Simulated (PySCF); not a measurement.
**First hyperpolarisability: `COC=C=C=CC#N`, C6H5NO**

Geometry:
```
atom   x (Å)   y (Å)   z (Å)
  C1  -2.177   0.071   0.050
  O2  -2.087   1.440  -0.293
  C3  -0.873   1.962  -0.386
  C4   0.278   1.317  -0.184
  C5   1.379   0.728   0.002
  C6   2.536   0.094   0.202
  C7   2.591  -1.281   0.554
  N8   2.648  -2.405   0.842
  H9  -3.245  -0.176   0.074
 H10  -1.724  -0.112   1.038
 H11  -1.661  -0.552  -0.697
 H12  -0.898   3.023  -0.657
 H13   3.486   0.630   0.096
```

The calculation used PySCF, quadratic response CAM-B3LYP/aug-cc-pVDZ first hyperpolarisability, Taylor convention, gas phase. Geometry: PBE0-D3(BJ)/def2-SVP.

Q: What is the first hyperpolarisability, and how does it disperse?

A: In au, Taylor convention; the vector part is βᵢ = ⅓ Σⱼ (βᵢⱼⱼ + βⱼᵢⱼ + βⱼⱼᵢ); β∥ is 3/5 of the vector part along the dipole, the dipole points from − to +:
| process | λ (nm) | β vector norm | β∥ | β HRS | depolarisation ratio |
| --- | --- | --- | --- | --- | --- |
| static β(0;0,0) | ∞ | 192.5 | 44.0 | 88.6 | 3.74 |
| second harmonic β(−2ω;ω,ω) | 1907 | 213.6 | 49.7 | 97.8 | 3.78 |
| Pockels β(−ω;ω,0) | 1907 | 199.1 | 45.7 | – | – |
| second harmonic β(−2ω;ω,ω) | 1064 | 278.5 | 68.8 | 126.3 | 3.83 |
| Pockels β(−ω;ω,0) | 1064 | 215.2 | 50.2 | – | – |

Q: Which lowest excitations, dipole and polarisabilities go with it?

A: S1 4.52 eV (f = 0.623); S2 4.57 eV (f = 0.001); S3 4.69 eV (f = 0.000); dipole 4.74 D; isotropic α 99.1 au static, 99.8 au at 1907 nm, 101.5 au at 1064 nm, 102.2 au at 953.5 nm, 110.7 au at 532 nm.
